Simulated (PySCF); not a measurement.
Correlation energy of V⁺ (vanadium, charge +1)

[Ar] 3d3 4s1, high-spin 5F determinant (an excited configuration). Computed with PySCF 2.14 in x2c-TZVPPall with one added diffuse shell each of s, p, d, f type (7s6p5d3f1g, 80 functions), with the spin-free X2C one-electron Hamiltonian (Gaussian nucleus). Frozen: [Ar]; 4 electrons correlated.

MP2 pair energies summed by pair of shells (mhartree):

```
 pair  energy  share (%)
3d-3d  -18.31       67.3
3d-4s   -8.88       32.7
```

Total MP2 correlation energy: -27.19 mhartree.

Same-spin part -27.19 and opposite-spin part 0.00 mhartree; SCS-MP2 scales them by 1/3 and 6/5 to -9.06 mhartree.
